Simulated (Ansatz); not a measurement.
System: C$_{2}$H$_{8}$BN$_{2}$, charge 0, multiplicity 2. It need not be the lowest isomer of its formula. 
Geometry from a B3LYP-D3(BJ)/def2-TZVP (Ansatz, a program for electronic structure) optimisation:
```
C
H 1 1.0932
H 1 1.0957 2 106.46
C 1 1.5377 2 109.16 3 118.34
H 4 1.0910 1 110.99 2 61.97
H 4 1.0921 5 107.44 1 -121.85
H 4 1.0923 5 107.88 6 -115.84
B 1 1.5968 2 110.65 3 -118.16
N 8 1.4062 1 120.31 2 147.81
H 9 1.0052 8 122.60 1 -2.27
H 9 1.0057 10 114.09 8 -177.77
N 8 1.4361 9 121.32 10 -175.50
H 12 1.0185 8 117.50 9 -105.70
```
Charge 0, spin multiplicity 2.

Property: atomisation energy (electronic, to ground-state atoms); the coupled-cluster value holds the core correlation from cc-pwCVTZ, in kcal/mol. Correlated levels leave the core frozen unless marked. UHF or UKS for open shells. No spin-orbit coupling. Non-relativistic. Basis-set limits of correlation are two-point, X^-3; Hartree-Fock from the larger set.

Level to compare with: CCSD(T)/CBS(cc-pVTZ,cc-pVQZ) plus the core term (Ansatz), 1182.8 kcal/mol. It is a level with limits of its own, and the differences hold the functionals' basis error too.

Task: Rank these functionals by how close they come to CCSD(T)/CBS(cc-pVTZ,cc-pVQZ), closest first: r2SCANh/def2-TZVPD (Ansatz); r2SCAN/def2-TZVPD (Ansatz); B3LYP/def2-TZVPD (Ansatz).

Result: B3LYP/def2-TZVPD (global hybrid, 1183.4 kcal/mol, difference 0.6), r2SCAN/def2-TZVPD (meta-GGA, 1184.9 kcal/mol, difference 2.1), r2SCANh/def2-TZVPD (hybrid meta-GGA, 1178.6 kcal/mol, difference -4.2)
